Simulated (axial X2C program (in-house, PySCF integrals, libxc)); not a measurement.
**Low determinants of FeCl⁺ at the PBE0 level, two-component**

All values were computed with an in-house all-electron X2C program for linear molecules (integrals from PySCF). Two-component (2c) means X2C with spin–orbit coupling and atomic mean-field two-electron Coulomb and Gaunt terms. Basis: Fe dyall-v3z [9s10p6d3f2g], Cl dyall-v3z [8s7p2d1f] (cores contracted in-house); Gaussian nuclei, density fitting, unrestricted open shells. Masses: Fe 55.935 u, Cl 34.969 u.

Search at 2.052 Å (vertical energies from the lowest determinant):

```json
{"ΔE (eV)": "0.00", "state": "Ω = 4", "electrons beyond evenly filled partner blocks": "ω = 3/2, ω = 5/2", "electrons in ±ω = 1/2, 3/2, 5/2, 7/2": "30 11 1 0"}
{"ΔE (eV)": "0.25", "state": "Ω = 3", "electrons beyond evenly filled partner blocks": "ω = 1/2, ω = 5/2", "electrons in ±ω = 1/2, 3/2, 5/2, 7/2": "31 10 1 0"}
{"ΔE (eV)": "0.31", "state": "Ω = 1", "electrons beyond evenly filled partner blocks": "ω = -3/2, ω = 5/2", "electrons in ±ω = 1/2, 3/2, 5/2, 7/2": "30 11 1 0"}
{"ΔE (eV)": "0.32", "state": "Ω = 2", "electrons beyond evenly filled partner blocks": "ω = -1/2, ω = 5/2", "electrons in ±ω = 1/2, 3/2, 5/2, 7/2": "31 10 1 0"}
{"ΔE (eV)": "1.37", "state": "Ω = 3", "electrons beyond evenly filled partner blocks": "2 × ω = -1/2, ω = 3/2, ω = 5/2", "electrons in ±ω = 1/2, 3/2, 5/2, 7/2": "30 11 1 0"}
{"ΔE (eV)": "1.57", "state": "Ω = 0", "electrons beyond evenly filled partner blocks": "ω = 1/2, 2 × ω = -3/2, ω = 5/2", "electrons in ±ω = 1/2, 3/2, 5/2, 7/2": "31 10 1 0"}
{"ΔE (eV)": "1.63", "state": "Ω = 2", "electrons beyond evenly filled partner blocks": "2 × ω = 1/2, ω = -3/2, ω = 5/2", "electrons in ±ω = 1/2, 3/2, 5/2, 7/2": "30 11 1 0"}
```

Lowest determinant, Ω = 4 (⟨Sz⟩ = 2.00, ⟨Lz⟩ = 2.00 at PBE0): Re = 2.049 Å, ωe = 504.2 cm⁻¹.

The determinant in row 2 of the search, Ω = 3 (⟨Sz⟩ = 2.00, ⟨Lz⟩ = 1.00 at PBE0), was followed along the bond at PBE0; measured from the minimum of the lowest determinant it gives:

Te = 0.245 eV (1973 cm⁻¹), Re = 2.076 Å, ωe = 487.5 cm⁻¹.

Compare the bond of the determinant in row 2 with that of the lowest one.

At PBE0 its Re is 0.027 Å longer and its force constant, which goes as ωe², is 0.93 times that of the lowest determinant. T0 ≈ Te + Δωe/2 = 1973 + (-8) = 1965 cm⁻¹.

The search compares states at one distance, so a state with another bond length can lie lower; it is not exhaustive and yields mostly the lowest determinant of each block pattern, so other components and higher states of one pattern are missing. These are energies of single determinants, not of spin-adapted states; PBE0 term energies can be off by some tenths of an eV, and the functional has no current term. Open-shell Ω = 0 determinants with evenly filled partner blocks cannot be reached by this program, so the Ω shown need not be the lowest component. The lowest determinant need not be the ground state where others lie within half an eV.
